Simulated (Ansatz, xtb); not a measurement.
**Relative energy of two isomers of C4H11NSi2**

Structure I is `C=C1CN([SiH2]C)[SiH2]1`, a singlet and structure II is `C=CN1[SiH2]CC[SiH2]1`, a singlet. Both are isolated molecules in the gas phase, relaxed with B3LYP-D3(BJ)/def2-SVP; the shapes shown needn't be the lowest conformers.

I (Å):

```xyz
18

C     0.6800    1.7217   -2.8535
C     0.8337    1.2263   -1.6264
C     0.5314    1.8679   -0.2670
C     1.5540   -0.9842    2.8855
N     0.9476    0.7416    0.6100
Si    0.9046    0.6956    2.3466
Si    1.4131   -0.3145   -0.7151
H     0.2852    2.7307   -3.0267
H     0.9410    1.1413   -3.7439
H     1.1219    2.7880   -0.0898
H    -0.5383    2.1292   -0.1482
H     1.7390    1.7924    2.9336
H    -0.4888    0.9051    2.8551
H     1.5515   -1.0749    3.9834
H     0.9292   -1.7957    2.4781
H     2.5884   -1.1353    2.5364
H     0.6287   -1.5778   -0.8775
H     2.8579   -0.6931   -0.7994
```

II (Å):

```xyz
18

C    -0.3836    2.2305   -1.7339
C    -0.3299    1.0191   -1.1565
C     2.2905    0.5393    2.0395
C     2.1354   -0.9249    1.5518
N     0.5206    0.6207   -0.1200
Si    1.7015    1.6922    0.6536
Si    0.5417   -1.0218    0.5355
H     0.2617    3.0587   -1.4271
H    -1.0909    2.4200   -2.5423
H    -1.0087    0.2359   -1.5182
H     2.7848    2.0803   -0.2989
H     1.0661    2.9426    1.1604
H     1.6422    0.7175    2.9151
H     3.3205    0.7594    2.3652
H     2.9715   -1.1930    0.8826
H     2.1583   -1.6444    2.3866
H    -0.6636   -1.3061    1.3745
H     0.5773   -2.0344   -0.5605
```

Which of the two would you expect CCSD(T)/def2-SVP + ΔMP2/def2-TZVPP electronic energies to favour?

Structure II; the calculation gives E(II) − E(I) = −19.1 kcal/mol.

The same difference at several levels:

```
                             level               geometry  E(II) − E(I) (kcal/mol)  departure from the last row (kcal/mol)  job, with rough time for the two
                          GFN2-xTB               GFN2-xTB                     −16.9                                    +2.2              optimisation, 0.36 s
                         HF/STO-3G               GFN2-xTB                     −27.3                                    −8.2               single point, 0.5 s
                r2SCAN-D4/def2-SVP               GFN2-xTB                     −22.1                                    −3.0               single point, 5.5 s
             B3LYP-D3(BJ)/def2-SVP  B3LYP-D3(BJ)/def2-SVP                     −20.9                                    −1.8                optimisation, 78 s
                       HF/def2-SVP  B3LYP-D3(BJ)/def2-SVP                     −17.9                                    +1.2           part of the CCSD(T) run
                      MP2/def2-SVP  B3LYP-D3(BJ)/def2-SVP                     −20.7                                    −1.6           part of the CCSD(T) run
                  CCSD(T)/def2-SVP  B3LYP-D3(BJ)/def2-SVP                     −19.9                                    −0.8                      single point
CCSD(T)/def2-SVP + ΔMP2/def2-TZVPP  B3LYP-D3(BJ)/def2-SVP                     −19.1                                                       single point, 2 min
```

As drawn, both hold the same kinds of bond in the same numbers. Structure I has 1 methyl group, II 0. Structure I has a 4-membered ring, II a 5-membered ring.

The levels shown agree on the order. The largest departure from CCSD(T)/def2-SVP + ΔMP2/def2-TZVPP is that of HF/STO-3G, 8.2 kcal/mol. The last row adds to CCSD(T) the change of the MP2 difference between the two basis sets, here +0.8 kcal/mol.

With thermal terms from frequencies at re-optimised GFN2-xTB minima (ideal gas, soft modes damped towards free rotors, one conformer each, 298.15 K, 1 atm): the zero-point term adds +1.6 kcal/mol; ΔH is −18.2 and ΔG −16.4 kcal/mol.

The correlated steps freeze 15 core orbitals. Codes used: Ansatz 0.2.0, xtb 6.7.1; the last row on 4 threads of Arm Neoverse V1 on a shared host.
